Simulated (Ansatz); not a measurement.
## Ligand exchange: C3H7Cl + C3H8OSn → C3H8O + C3H7ClSn

Species: C3H7Cl (1-chloropropane) `CCCCl`, singlet; C3H8OSn `C[CH](C)[Sn][OH]`, singlet; C3H8O (1-propanol) `CCCO`, singlet; C3H7ClSn `C[CH](C)[Sn][Cl]`, singlet. The partners trade Cl for OH: C–Cl and Sn–OH bonds give way to C–OH and Sn–Cl.

Shapes, held fixed at every level: PBE0-D4/def2-TZVP. Flexible molecules stand in one conformer, not always the lowest. Programs: Ansatz 0.2.0. The zero-point and thermal change to 298 K, harmonic and unscaled (PBE0-D4/def2-TZVP), is +4.5 kJ/mol.

```tsv
level	kind	ΔH(298 K) (kJ/mol)	less CCSD(T)/def2-TZVPP
HF/def2-SVP	Hartree–Fock	-88.1	-47.0
PBE0-D4/def2-TZVPP	global hybrid	-49.0	-7.9
wB97M-V/def2-TZVPP	range-separated hybrid	-44.6	-3.5
CCSD(T)/def2-SVP	coupled cluster or CI	-57.7	-16.6
CCSD/def2-SVP	coupled cluster or CI	-61.3	-20.2
CCSD/def2-TZVPP	coupled cluster or CI	-45.4	-4.3
CCSD(T)/def2-TZVPP	coupled cluster or CI	-41.1	0.0
```

The highest level, CCSD(T)/def2-TZVPP, gives ΔH(298 K) = -41.1 kJ/mol; the levels span -88.1 to -41.1. The column of differences is taken from that level and isn't an error. No measured value is set beside it here. For atoms past krypton def2 sets carry core potentials with scalar relativity. Outer-core shells of Sn are correlated, in sets that cover them unevenly. CCSD(T)/def2-TZVPP lies outside the range of all other levels here, so it shouldn't be taken on trust.
